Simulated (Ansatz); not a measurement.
NbNCl₃H⁺, that is Nb(NH)Cl3 with one electron fewer. The state is a doublet with charge 1. Geometry PBE0-D4/def2-SVP, that of the neutral singlet; atoms count from 1.

```xyz
6

Nb    0.2040   -0.3551   -0.0269
N    -0.6507    1.1324    0.0858
H    -1.1562    2.0119    0.1525
Cl   -1.0788   -1.7634   -1.3007
Cl    0.4664   -1.1342    2.1122
Cl    2.2152    0.1084   -1.0230
```

In the def2 sets Nb takes a core potential; there is no spin–orbit coupling.

(1) Estimate the Mulliken populations from the PBE0/def2-TZVP orbitals of Ansatz.

(2) Where does the spin sit?

(3) And the Mayer bond orders between bonded heavy atoms (over 0.3)?

## Answers

(1) 
| atom | charge (e) | spin (α − β) | d electrons |
| --- | --- | --- | --- |
| Nb1 | 1.48 | -0.17 | 2.89 |
| N2 | -0.42 | 0.75 | – |
| H3 | 0.32 | -0.02 | – |
| Cl4 | -0.15 | 0.08 | – |
| Cl5 | -0.08 | 0.27 | – |
| Cl6 | -0.15 | 0.08 | – |
Mulliken values and Mayer orders depend strongly on the basis.

(2) Summed by element: Nb -0.17, N 0.75, H -0.02, Cl 0.44, of 1 unpaired in all. Largest on single atoms: N2 0.75, Cl5 0.27, Nb1 -0.17.

(3) Nb1–N2 1.59 (1.72 Å); Nb1–Cl4 1.23 (2.29 Å); Nb1–Cl5 1.20 (2.29 Å); Nb1–Cl6 1.23 (2.29 Å).
